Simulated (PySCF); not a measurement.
Polarisability and C₆ of Os (osmium, neutral)

[Xe] 4f14 5d6 6s2, high-spin 5D determinant. Computed with PySCF 2.14 in ANO-RCC-VTZP (8s7p5d3f2g1h, 104 functions), with the spin-free X2C one-electron Hamiltonian (Gaussian nucleus). Coupled (time-dependent) response in atomic units; α is the mean over directions. The basis has no added diffuse functions, which lowers α and C₆.

| method | mean α (bohr³) | α xx, yy, zz | C₆ (like pair) | S(−4) |
| --- | --- | --- | --- | --- |
| revPBE | 44.73 | 43.21, 43.21, 47.76 | 470.6 | 662.3 |

S(−4) is the Cauchy moment in α(ω) = α(0) + S(−4) ω² + …

Reference α: 57 ± 3 bohr³ (recommended; Schwerdtfeger and Nagle, table of static dipole polarizabilities (2023 update)). Published C₆: 584.0 (Gould and Bucko (2016)).

Spin-orbit coupling is absent.

α(iu) at revPBE:

| u (hartree) | α(iu) (bohr³) |
| --- | --- |
| 0 | 44.73 |
| 0.0500 | 43.15 |
| 0.100 | 39.18 |
| 0.200 | 29.39 |
| 0.300 | 21.59 |
| 0.500 | 13.03 |
| 0.750 | 8.525 |
| 1.00 | 6.338 |
| 1.50 | 4.119 |
| 2.00 | 2.943 |
| 3.00 | 1.730 |
| 5.00 | 0.8190 |

A single London oscillator, α(iu) = α/(1 + u²/ω²), gives C₆ = (3/4) ω α². Matching the computed C₆ needs ω = 4 × 470.6 / (3 × 44.73²) = 0.314 hartree.

The components differ because the open shell of this determinant is not spherical; for a pure term their mean is the scalar polarisability.

Spin-orbit coupling, absent here, splits the open shell strongly.
